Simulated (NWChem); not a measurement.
System: InPH4; SMILES [PH2][InH2]

```xyz
6

In     0.0112     0.6071     0.0000
H      0.0488     1.4416     1.5184
H      0.0488     1.4416    -1.5184
P      0.0751    -1.9043     0.0000
H     -0.8858    -2.0321     1.0497
H     -0.8858    -2.0321    -1.0497
```
Atoms are numbered in this order, from 1.

All runs: NWChem. Medium grid unless said otherwise, to which SCAN and Minnesota functionals are sensitive. All runs use the structure optimised with PBE0/def2-SVP. def2 effective core potentials on In; no spin-orbit coupling.

Order these by “highest occupied level (eV)”, lowest first: PBE/def2-SVP; LRC-wPBEh/def2-SVP; B3LYP/def2-SVP; LC-wPBE (HJS exchange hole, range parameter 0.4 per bohr)/def2-SVP.

LC-wPBE (HJS exchange hole, range parameter 0.4 per bohr)/def2-SVP (-9.50), LRC-wPBEh/def2-SVP (-8.75), B3LYP/def2-SVP (-6.74), PBE/def2-SVP (-5.97)
